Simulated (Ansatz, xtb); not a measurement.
Relaxing a trial structure of BFH4NSi

The starting geometry of this gas-phase doublet was built from a drawn formula by distance geometry and a force field; its bonds are those of `[BH][Si-]([NH3+])F`.

```yaml
atoms:
  - { symbol: B, position_ang: [-0.4999, -0.5452, 4.2962] }
  - { symbol: F, position_ang: [-1.9080, -0.0125, 1.7498] }
  - { symbol: N, position_ang: [0.8284, -0.8070, 1.5594] }
  - { symbol: Si, position_ang: [-0.7542, -0.9720, 2.4188] }
  - { symbol: H, position_ang: [0.5537, -0.2041, 4.6649] }
  - { symbol: H, position_ang: [0.6530, -1.0268, 0.5530] }
  - { symbol: H, position_ang: [1.5035, -1.4610, 1.9419] }
  - { symbol: H, position_ang: [1.1094, 0.2230, 1.5789] }
```

Task: Predict what becomes of its bonds when it is optimised with r2SCAN-D4/def2-SVP.

Result: It keeps its links, with one markedly longer than at the start, and is `[BH][Si-]([NH3+])F`. Distances that change by over a tenth: N3–Si4 (1.81 → 2.01 Å).

The energy falls by 1.38 eV over 12 steps:

```json
{"step": "1", "E − E(last) (eV)": "1.375"}
{"step": "2", "E − E(last) (eV)": "0.592"}
{"step": "3", "E − E(last) (eV)": "0.295"}
{"step": "5", "E − E(last) (eV)": "0.113"}
{"step": "6", "E − E(last) (eV)": "0.074"}
{"step": "7", "E − E(last) (eV)": "0.020"}
{"step": "8", "E − E(last) (eV)": "0.009"}
{"step": "10", "E − E(last) (eV)": "0.002"}
{"step": "11", "E − E(last) (eV)": "0.000"}
{"step": "12", "E − E(last) (eV)": "0.000"}
```

Final geometry (Å):

```xyz
8

B     0.0002   -0.4083    4.2701
F    -1.6622    0.0080    1.6587
N     0.7627   -0.7696    1.3494
Si   -0.7579   -0.9836    2.6427
H     0.0102   -0.5034    5.4680
H     0.6118   -1.2498    0.4580
H     1.6246   -1.1241    1.7720
H     0.8965    0.2252    1.1440
```

From the same start GFN2-xTB ends elsewhere, in pieces: BFHSi + H3N.

No frequencies were run, so the end isn't proven a minimum. Open shells are spin-unrestricted, and the end state is notably spin-contaminated. Run with Ansatz 0.2.0, 2.2 min on 1 thread of Arm Neoverse V1, on a shared host.
